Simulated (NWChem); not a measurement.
# C₆H₄; SMILES C(#C)/C=C/C#C

Program: NWChem. Medium grid unless said otherwise, to which SCAN and Minnesota functionals are sensitive. The geometry was optimised at PBE-D3(BJ)/def2-SVP. Total energies of different functionals are on different scales.

```tsv
level	energy (Ha)	highest occupied level (eV)	orbital gap (eV)
B3LYP/def2-SVP	-230.7175	-6.48	4.53
PBE/def2-SVP	-230.4139	[?]	3.13
M06-L/def2-SVP	-230.6815	-5.96	3.43
M05-2X/def2-SVP	-230.6681	-7.87	6.93
CAM-B3LYP/def2-SVP	-230.5707	-7.85	7.16
LC-wPBE (HJS exchange hole, range parameter 0.4 per bohr)/def2-SVP	-230.5003	-9.23	9.47
OLYP/def2-SVP	-230.6435	-5.58	3.16
```

Q: Fill in the missing entries.

A: 
- PBE/def2-SVP, highest occupied level (eV): -5.74
